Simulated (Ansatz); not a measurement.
Species: C$_{3}$H$_{4}$Cl, charge 0, multiplicity 2. It need not be the lowest isomer of its formula. 
Structure (B3LYP-D3(BJ)/def2-TZVP (Ansatz, a first-principles code) minimum search):
```xyz
8

C     -2.2515     0.1633    -0.7819
C     -1.1427    -0.0462     0.0008
C      0.1547     0.1472    -0.4345
Cl     1.5128    -0.1283     0.5825
H     -2.1633     0.4996    -1.8070
H     -3.2458    -0.0024    -0.3942
H     -1.2779    -0.3834     1.0230
H      0.4054     0.4807    -1.4308
```
Charge 0, spin multiplicity 2.

Parts of the frozen-core correlation energy in cc-pV(D+d)Z (Ansatz, hartree). Frozen orbitals: 8; correlated occupied orbitals by spin: 12 and 11; virtual: 65 and 66. UHF or UKS for open shells. No spin-orbit coupling. No relativistic terms.

| term | value |
|---|---|
| reference (HF) | -575.40344 |
| MP2 opposite-spin | -0.37468 |
| MP2 same-spin | -0.12752 |
| CCSD correlation | -0.55882 |
| (T) | -0.01824 |
| T1 diagnostic | 0.026 |
| largest doubles amplitude | 0.092 |
| <S^2> of the reference | 0.957 |
